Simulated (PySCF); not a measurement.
# Name the molecule from its bond curve

A diatomic of charge 0 contains Cu. Its singlet curve at B3LYP in a triple-zeta basis (no relativity, PySCF), in eV from the separated fragments:

R (Å), E (eV) and a bar:
```
    1.275     -2.341 ####################
    1.335     -2.546 #########
    1.394     -2.663 ###
    1.438     -2.706 #
    1.483     -2.718 
    1.528     -2.704 #
    1.587     -2.655 ###
    1.661     -2.555 #########
    1.750     -2.397 #################
    1.869     -2.148 ##############################
```

The fit gives ωe = 1882 cm⁻¹ and the rotational constant Bₑ = 7.759 cm⁻¹.

Question: Which atom is the partner?

Answer: The minimum lies at 1.480 Å, so the reduced mass is 16.8576 u Å² cm⁻¹/(Bₑ·Re²) = 0.9919 u. With Cu at 62.93 u the partner weighs about 1.0 u: H. The molecule is CuH.
